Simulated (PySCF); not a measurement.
F2H4SSi2. Atoms are numbered in the order given.

```xyz
9

Si     2.0244     0.0893    -0.0777
S      0.2427     0.1165    -1.3302
Si    -1.2077    -0.2318     0.1675
F     -0.5117    -1.0554     1.3804
F     -1.7361     1.1455     0.8287
H      1.8292     0.9463     1.1171
H      2.3602    -1.2966     0.3272
H      3.0893     0.6436    -0.9478
H     -2.3649    -0.9734    -0.3530
```
Charge 0, spin multiplicity 1.

Geometry optimised at TPSSh-D3(BJ)/def2-SVP. This is a generated structure with no PubChem entry under its InChIKey; it may be hypothetical. Other conformers were not sampled.

Level of theory: PBE/pcSseg-1 (PySCF).

GIAO shieldings, no solvent; atoms listed in one row are averaged. δ = σ(ref) − σ: ²⁹Si against TMS (σ = 335.4 ppm); ³³S against H2S (σ = 706.5 ppm); ¹⁹F against CFCl3 (σ = 133.6 ppm); ¹H against TMS (σ = 31.49 ppm), references at their B3LYP-D3(BJ)/def2-TZVP geometries, non-relativistic.

Computed chemical shifts:
```json
[
 {"nucleus": "²⁹Si", "atoms": "Si3", "count": "1", "δ (ppm)": "-5.7"},
 {"nucleus": "²⁹Si", "atoms": "Si1", "count": "1", "δ (ppm)": "-54.7"},
 {"nucleus": "³³S", "atoms": "S2", "count": "1", "δ (ppm)": "-15.8"},
 {"nucleus": "¹⁹F", "atoms": "F5", "count": "1", "δ (ppm)": "-142.7"},
 {"nucleus": "¹⁹F", "atoms": "F4", "count": "1", "δ (ppm)": "-157.7"},
 {"nucleus": "¹H", "atoms": "H9", "count": "1", "δ (ppm)": "5.87"},
 {"nucleus": "¹H", "atoms": "H6, H7, H8", "count": "3", "δ (ppm)": "5.03"}
]
```
